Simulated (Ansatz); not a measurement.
This geometry of C₂H₆BFSi (11 atoms, charge 0, multiplicity 1) is a first-order saddle point.

All numbers below come from RKS BLYP-D4/cc-pVDZ in Ansatz 0.2.0.

```xyz
11
Properties=species:S:1:pos:R:3
F 1.072 1.683 1.204
C 0.928 0.599 0.306
C 0.060 -0.567 0.908
B -1.168 -0.706 -0.126
Si -0.415 0.816 -1.091
H 1.947 0.281 0.003
H 0.639 -1.485 1.145
H -0.366 -0.184 1.862
H -2.009 -1.554 -0.269
H -0.132 -0.656 -1.621
H -0.488 1.717 -2.302
```

**Question.** Which two structures does it join? (They come from a converged band through this point; their orientation in space is the band's.)

**Answer.** No bond is made or broken.

First end point:

```xyz
11
Properties=species:S:1:pos:R:3
F 1.429 1.547 0.846
C 0.978 0.369 0.211
C -0.038 -0.460 1.048
B -0.992 -1.004 -0.088
Si -0.266 0.474 -1.312
H 1.873 -0.247 -0.032
H 0.356 -1.089 1.874
H -0.737 0.280 1.533
H -1.758 -1.935 -0.068
H 0.275 0.251 -2.702
H -1.055 1.758 -1.288
```

Last end point:

```xyz
11
Properties=species:S:1:pos:R:3
F 1.124 1.690 1.241
C 0.911 0.641 0.316
C 0.057 -0.531 0.906
B -1.082 -0.760 -0.223
Si -0.504 0.966 -0.995
H 1.904 0.316 -0.057
H 0.674 -1.437 1.104
H -0.376 -0.206 1.873
H -1.957 -1.577 -0.332
H -0.394 -0.690 -1.417
H -0.293 1.531 -2.395
```

**Question.** How far does it lie above each of them?

**Answer.** 0.42 eV above the first and 0.10 eV above the second. This is the barrier of this one path; another mechanism may lie lower.

Run time: 3.4 min on 2 threads of Arm Neoverse V1, on a shared host, peak memory 0.15 GiB.
